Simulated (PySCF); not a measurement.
Species: C₃H₇FOSi.
SMILES with atom numbers: `[CH3:1][O:2][C@@H:3]1[SiH2:4][C@H:5]1[F:6]` (hydrogens: H7, H8, H9 on C1; H10 on C3; H11, H12 on Si4; H13 on C5)

Method: PBE0-D3(BJ)/def2-SVP geometry optimisation, gas phase in PySCF; density fitting, grid level 1; the optimiser is geomeTRIC in internal coordinates, started from a GFN2-xTB structure with every atom displaced at random (about 0.01 Å).

The end geometry, which sets the zero of energy:
```
atom  x, y, z in Å
C1      1.9481    0.2423   -0.6471
O2      1.1807   -0.0269    0.4950
C3     -0.1387    0.3544    0.3572
Si4    -1.6019   -0.3118    1.3291
C5     -1.0970   -0.4727   -0.4773
F6     -1.6978    0.1076   -1.5523
H7      1.5613   -0.2838   -1.5401
H8      2.9723   -0.1022   -0.4502
H9      1.9736    1.3254   -0.8741
H10    -0.2945    1.4331    0.1551
H11    -2.5949    0.6999    1.7659
H12    -1.5058   -1.5338    2.1647
H13    -0.6975   -1.4708   -0.7170
```

**Question.** These geometries come from the run, each turned onto the end geometry. Order them by energy, lowest first.
A.
```
atom  x, y, z in Å
C1      1.9671    0.1689   -0.6038
O2      1.1127    0.0255    0.5263
C3     -0.2139    0.4654    0.3174
Si4    -1.5345   -0.3151    1.3581
C5     -1.1192   -0.4709   -0.4853
F6     -1.8785    0.1531   -1.4460
H7      1.5606   -0.3507   -1.4717
H8      2.9349   -0.2009   -0.3431
H9      2.0412    1.2577   -0.8491
H10    -0.2587    1.5127    0.0307
H11    -2.7092    0.5203    1.6900
H12    -1.2067   -1.4595    2.1877
H13    -0.6879   -1.3460   -0.9023
```
B.
```
atom  x, y, z in Å
C1      1.9468    0.2300   -0.6320
O2      1.1610   -0.0499    0.4898
C3     -0.1447    0.3758    0.3449
Si4    -1.5851   -0.3170    1.3324
C5     -1.1125   -0.4748   -0.4823
F6     -1.8023    0.1559   -1.4741
H7      1.5809   -0.2833   -1.5446
H8      2.9620   -0.1484   -0.3964
H9      2.0040    1.3152   -0.8386
H10    -0.2561    1.4493    0.0760
H11    -2.6778    0.6121    1.7082
H12    -1.3857   -1.4651    2.2458
H13    -0.6827   -1.4392   -0.8203
```
C.
```
atom  x, y, z in Å
C1      1.9464    0.2207   -0.6280
O2      1.1552   -0.0268    0.5038
C3     -0.1542    0.3891    0.3469
Si4    -1.5897   -0.3189    1.3278
C5     -1.1015   -0.4724   -0.4825
F6     -1.7688    0.1393   -1.5018
H7      1.5572   -0.2952   -1.5256
H8      2.9596   -0.1457   -0.4243
H9      1.9987    1.3028   -0.8551
H10    -0.2787    1.4604    0.1034
H11    -2.6519    0.6367    1.7270
H12    -1.3995   -1.4974    2.2087
H13    -0.6649   -1.4321   -0.7915
```
D.
```
atom  x, y, z in Å
C1      1.9393    0.2228   -0.6336
O2      1.1622   -0.0155    0.5089
C3     -0.1510    0.3898    0.3539
Si4    -1.5934   -0.3181    1.3271
C5     -1.0926   -0.4685   -0.4797
F6     -1.7449    0.1297   -1.5168
H7      1.5391   -0.2976   -1.5239
H8      2.9502   -0.1489   -0.4311
H9      1.9966    1.3030   -0.8702
H10    -0.2839    1.4629    0.1235
H11    -2.6433    0.6478    1.7321
H12    -1.4165   -1.5133    2.1872
H13    -0.6541   -1.4333   -0.7685
```

**Answer.** D (0.004 eV), C (0.008 eV), B (0.026 eV), A (0.183 eV).

In the order of the answer:

| step | E above end (eV) | largest force (eV/Å) | rms force component (eV/Å) | rms distance from end (Å) | rms bond change (Å) | bond most changed (Å) |
| --- | --- | --- | --- | --- | --- | --- |
| 4 | 0.004 | 0.21 | 0.052 | 0.052 | 0.002 | C3–C5 +0.006 |
| 3 | 0.008 | 0.21 | 0.058 | 0.063 | 0.003 | C3–C5 +0.009 |
| 1 | 0.026 | 0.59 | 0.147 | 0.085 | 0.006 | C3–C5 +0.015 |
| 0 | 0.183 | 2.29 | 0.686 | 0.164 | 0.024 | C5–H13 -0.040 |

Run on one thread of an Arm Neoverse V1, no GPU, shared host.
